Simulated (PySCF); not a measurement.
Sulfur: highly charged ions in a basis for the neutral atom

S¹⁰⁺ [He] 2s2 2p2, S¹¹⁺ [He] 2s2 2p1. All numbers are calculated (PySCF 2.14, the spin-free X2C one-electron Hamiltonian (Gaussian nucleus), in aug-cc-pVDZ-DK (5s4p2d, 27 functions)). No spin-orbit coupling, so a gap to NIST mixes the basis error with missing relativistic terms.

Changed run: basis of the neutral atom used for a highly charged ion. This setting is unsound on purpose.

| species | method | sound run (hartree) | changed run (hartree) | converged |
| --- | --- | --- | --- | --- |
| S¹⁰⁺ | UHF | not run | -335.26892 | yes |
| S¹⁰⁺ | M06-2X | not run | -335.49623 | yes |
| S¹⁰⁺ | r2SCAN | not run | -335.42564 | yes |
| S¹¹⁺ | UHF | not run | -316.66027 | yes |
| S¹¹⁺ | M06-2X | not run | -316.87065 | yes |
| S¹¹⁺ | r2SCAN | not run | -316.76816 | yes |

Ionisation energy of S¹⁰⁺:

```
method  changed run (eV)      NIST (eV)
   UHF            506.37  504.55 ± 0.12
M06-2X            506.83  504.55 ± 0.12
r2SCAN            507.70  504.55 ± 0.12
```

The contracted functions were made for the neutral atom and can be too rigid for a highly charged ion.
